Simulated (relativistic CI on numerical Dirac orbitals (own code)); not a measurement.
**Nb22+: computed level list**

Method of calculation: Dirac-Coulomb-Breit CI, separate exchange-only KLI orbitals for each configuration, model QED, unscaled Slater integrals (own radial code, finite nucleus).

CI space (outside the closed core [Ne]): 3s2 3p6 3d, 3s2 3p5 3d2, 3s 3p6 3d2, 3s2 3p6 4s, 3s2 3p6 4p, 3s2 3p6 4d, 3s2 3p6 4f, 3s2 3p5 3d 4s, 3s2 3p5 3d 4p, 3p6 3d3, 3p5 3d4. Double excitations out of closed p, d and f shells are left out; levels of such configurations are missing from the list, as are those of other unlisted configurations, and high levels can miss mixing partners. These lack a partner that the ground configuration has and come out too high: 3s2 3p5 3d 4s, 3s2 3p5 3d 4p.

The lowest level is 3s2 3p6 3d 2D_3/2, with 100 % of that term; Hund's rules for 3s2 3p6 3d give 2D with J = 3/2, in agreement.

```tsv
No.	Configuration	Term	J	E (eV)	%	Next component (%)
1	3s2 3p6 3d	2D	3/2	0.000	100	
2	3s2 3p6 3d	2D	5/2	4.011	100	
3	3p5 3d2(3F)	4D°	1/2	108.318	97	3 2P°
4	3p5 3d2(3F)	4D°	3/2	109.323	85	9 4F°
5	3p5 3d2(3F)	4D°	5/2	111.384	75	19 4F°
6	3p5 3d2(3F)	4D°	7/2	114.051	57	28 4F°
7	3p5 3d2(3F)	2F°	5/2	115.670	27	19 4G°
8	3p5 3d2(3F)	4G°	7/2	116.004	44	21 4D°
9	3p5 3d2(3F)	4G°	9/2	116.168	77	15 4F°
10	3p5 3d2(3F)	4G°	11/2	117.280	96	4 2H°
11	3p5 3d2(3P)	4P°	5/2	118.731	65	17 2F°
12	3p5 3d2(1D)	2D°	3/2	118.980	43	23 4F°
13	3p5 3d2(3P)	4P°	3/2	119.945	64	14 4F°
14	3p5 3d2(3F)	2G°	7/2	121.690	48	27 4F°
15	3p5 3d2(3P)	4P°	1/2	122.697	60	24 2P°
16	3p5 3d2(1D)	2D°	5/2	123.258	62	18 2F°
17	3p5 3d2(3F)	4F°	9/2	123.336	67	29 2G°
18	3p5 3d2(1D)	2F°	7/2	125.790	59	28 4D°
19	3p5 3d2(3F)	4F°	3/2	126.059	34	30 2P°
20	3p5 3d2(1G)	2H°	11/2	126.081	96	4 4G°
21	3p5 3d2(1G)	2F°	5/2	126.243	29	26 4F°
22	3p5 3d2(1D)	2F°	7/2	127.721	61	24 4D°
23	3p5 3d2(1D)	2P°	1/2	128.238	72	21 4P°
24	3p5 3d2(3F)	4G°	5/2	130.034	51	26 2F°
25	3p5 3d2(1G)	2H°	9/2	131.932	50	49 2G°
26	3p5 3d2(3P)	2D°	3/2	132.649	49	34 4D°
27	3p5 3d2(3P)	4D°	5/2	134.901	49	26 4F°
28	3p5 3d2(3F)	2G°	7/2	136.524	34	33 4D°
29	3p5 3d2(1D)	2D°	3/2	137.871	41	32 2P°
30	3p5 3d2(3F)	2G°	7/2	138.539	27	25 4F°
31	3p5 3d2(3P)	4D°	1/2	139.287	73	14 2S°
32	3p5 3d2(3F)	2G°	9/2	142.458	58	15 4G°
33	3p5 3d2(1D)	2F°	5/2	142.627	63	27 2D°
34	3p5 3d2(3P)	4D°	3/2	143.351	32	29 4S°
35	3p5 3d2(3P)	2S°	1/2	146.128	66	18 4P°
36	3p5 3d2(1S)	2P°	3/2	146.225	37	22 2D°
37	3p5 3d2(1G)	2G°	7/2	147.410	56	29 2F°
38	3p5 3d2(3P)	2D°	5/2	150.191	46	33 2F°
39	3p5 3d2(1G)	2G°	9/2	150.667	57	38 2H°
40	3p5 3d2(1D)	2P°	3/2	150.852	54	19 4S°
41	3p5 3d2(3F)	2F°	5/2	154.260	78	14 2D°
42	3p5 3d2(1S)	2P°	1/2	162.074	88	8 4D°
43	3p5 3d2(1G)	2F°	7/2	164.326	87	11 2G°
44	3p5 3d2(1S)	2P°	1/2	169.802	99	1 4D°
45	3p5 3d2(3F)	2D°	3/2	172.795	86	11 2P°
```

Energies count from the lowest computed level; ° marks odd parity. Percentages are summed over parent terms; the parents shown are those of the largest component, closed shells are left out there.

The mean weight of the leading LS term, summed over parents, in these 45 levels is 62 %, and that of the leading jj configuration (from the same eigenvectors) 65 %.

At this charge energies of transitions that change n are usually good to better than 1 %, and those within a shell (Δn = 0) to a few per cent.

LS names give the leading component of a level, which can be under half, so a name can repeat, a term be missing and a line seem to break the LS rules.
